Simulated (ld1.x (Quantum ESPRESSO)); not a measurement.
# Reading a pseudo-wave (cobalt (Co))

Columns: radius, all-electron u(r) and pseudo u(r) of the 3p shell (level -60.97 eV) of cobalt in the configuration [Ne] 3s2 3p6 3d8 4s1 4p0; PBE, scalar-relativistic, RRKJ scheme, ld1.x (Quantum ESPRESSO) 7.5.

| r (bohr) | all-electron | pseudo |
| --- | --- | --- |
| 0.070 | 0.4204 | -0.0327 |
| 0.140 | 0.6202 | -0.1271 |
| 0.210 | 0.4142 | -0.2718 |
| 0.280 | 0.0236 | -0.4499 |
| 0.350 | -0.3811 | -0.6409 |
| 0.420 | -0.7168 | -0.8239 |
| 0.490 | -0.9573 | -0.9801 |
| 0.560 | -1.1051 | -1.0956 |
| 0.630 | -1.1752 | -1.1629 |
| 0.700 | -1.1862 | -1.1816 |
| 0.770 | -1.1555 | -1.1577 |
| 0.840 | -1.0975 | -1.1017 |
| 0.910 | -1.0232 | -1.0259 |
| 0.980 | -0.9408 | -0.9414 |
| 1.050 | -0.8558 | -0.8558 |
| 1.120 | -0.7719 | -0.7719 |
| 1.190 | -0.6917 | -0.6917 |
| 1.260 | -0.6165 | -0.6165 |
| 1.330 | -0.5471 | -0.5471 |
| 1.400 | -0.4838 | -0.4838 |
| 1.470 | -0.4266 | -0.4266 |
| 1.540 | -0.3752 | -0.3752 |
| 1.610 | -0.3293 | -0.3293 |
| 1.680 | -0.2885 | -0.2885 |
| 1.750 | -0.2524 | -0.2524 |
| 1.820 | -0.2206 | -0.2206 |

**Question.** How many radial nodes do the two functions have?

**Answer.** The all-electron 3p function has n − l − 1 = 1; the pseudo-wave has 0, since the states of the same l below it are removed with the core.

**Question.** At about which radius was the pseudo-wave matched?

**Answer.** 1.05 bohr, where the columns begin to agree (steps of 0.07 bohr).

**Question.** Where does each function peak?

**Answer.** Outermost all-electron maximum near 0.70 bohr, pseudo maximum near 0.70 bohr (to the table’s step).

**Question.** Is the pseudo-wave norm-conserving?

**Answer.** Yes: the RRKJ scheme keeps the norm inside the radius equal to the all-electron one, which fixes the energy derivative of the logarithmic derivative at the level.
